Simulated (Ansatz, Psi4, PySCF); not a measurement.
HN$_{2}$ (SMILES N#[NH+]), charge +1, singlet, at a GFN2-xTB geometry. Base run: HF/def2-TZVP (PySCF).

Geometry (Å):
```xyz
3

N      0.0000     0.0000    -0.4354
N      0.0000     0.0000     0.6448
H      0.0000     0.0000    -1.4660
```
Charge +1, spin multiplicity 1.
All else is at PySCF's defaults.

The same geometry, method and basis name were run in Ansatz (a quantum-chemistry and plane-wave program) and Psi4 and PySCF, at each program's defaults and at the settings that a row names. The base is PySCF at its defaults. Differences at the defaults can come from grids, fitting, cores and function types together.

```tsv
code and settings	ΔE vs base (mEh)	basis functions	E (Eh)	SCF cycles
PySCF, defaults (exact integrals, spherical functions)	0.000	68	-109.18296	9
Psi4, defaults (density fitting with its default set, spherical functions)	0.063	68	-109.18290	8
Ansatz, defaults (factorised integrals, spherical functions)	0.003	68	-109.18296	-
PySCF, density fitting with def2-universal-jkfit	0.063	68	-109.18290	9
Psi4, exact integrals, spherical functions	0.000	68	-109.18296	10
Ansatz, high accuracy	0.000	68	-109.18296	-
```
